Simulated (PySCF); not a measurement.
Gas-phase thermal properties of NaBr

Method: PySCF energies (xtb for GFN2) plus ideal-gas RRHO corrections (1 bar). Table values come from the NASA 1993 polynomials. 6-31G* has spherical d functions here. All species are closed-shell singlets. B3LYP is the form with VWN-RPA correlation. Br: all electrons, no relativistic terms. The harmonic model lacks anharmonicity and excited electronic states, which grow with temperature; levels with a mode under 35 cm⁻¹ are left out. The table's entry may be an old estimate for NaBr (not checked at source).

| level | point group | σ | ZPE (kJ/mol) | S°298 (J/mol/K) | Cp298 (J/mol/K) | S°1000 (J/mol/K) | H1000 − H298 (kJ/mol) |
|---|---|---|---|---|---|---|---|
| table | - | - | - | 241.2 | 36.3 | 286.4 | 26.3 |
| B3LYP/6-31G* | C∞v | 1 | 1.8 | 241.2 | 36.2 | 285.9 | 26.0 |
| GFN2-xTB | C∞v | 1 | 1.6 | 241.8 | 36.4 | 286.5 | 26.0 |
| HF/6-31G* | C∞v | 1 | 1.7 | 241.4 | 36.2 | 286.1 | 26.0 |
| PBE/def2-SVP | C∞v | 1 | 1.8 | 241.1 | 36.1 | 285.7 | 26.0 |
| PBE0/def2-TZVP | C∞v | 1 | 1.8 | 241.1 | 36.1 | 285.8 | 26.0 |
σ: rotational symmetry number. Electronic degeneracy used: 1. Frequencies are unscaled.
